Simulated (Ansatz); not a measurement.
`C=C[SiH2]S[SiH](Cl)Cl`. The species carries charge 0 and has multiplicity 1. The geometry is a stationary point of PBE0-D4/def2-TZVP. It is one conformer, not always the lowest.

```xyz
13

C     1.966   -0.796   -0.132
C     1.384    0.237    0.471
Si    0.326    1.433   -0.461
S    -1.698    1.505    0.290
Si   -2.234   -0.530    0.313
Cl   -1.624   -1.512   -1.375
Cl   -1.464   -1.526    1.924
H     1.834   -0.985   -1.194
H     2.591   -1.502    0.406
H     1.530    0.375    1.540
H     0.764    2.839   -0.279
H     0.327    1.072   -1.899
H    -3.702   -0.609    0.397
```

**Question.** What is the dipole moment at ωB97M-V/def2-TZVPP? (Estimate.)

**Answer.** The calculation gave: 1.20 D, with components (1.20, -0.02, -0.11) D in this frame, pointing from negative to positive charge.

**Question.** And with PBE, r2SCAN, B3LYP? (Estimate.)

**Answer.** Ansatz gave: PBE 1.18 D, r2SCAN 1.22 D, B3LYP 1.17 D.

**Question.** Give the Mulliken charges with ωB97M-V, PBE, B3LYP in def2-TZVPP. (Estimate.)

**Answer.** Computed: 
```tsv
atom	ωB97M-V	PBE	B3LYP
C1	-0.14	-0.14	-0.16
C2	-0.27	-0.16	-0.21
Si3	0.28	0.30	0.38
S4	-0.26	-0.26	-0.31
Si5	0.43	0.48	0.57
Cl6	-0.18	-0.19	-0.22
Cl7	-0.18	-0.19	-0.22
H8	0.10	0.09	0.11
H9	0.12	0.10	0.11
H10	0.11	0.09	0.10
H11	-0.01	-0.05	-0.06
H12	0.00	-0.04	-0.05
H13	0.01	-0.03	-0.04
```

B3LYP here is the variant with VWN-RPA as its local correlation; programs differ in this.
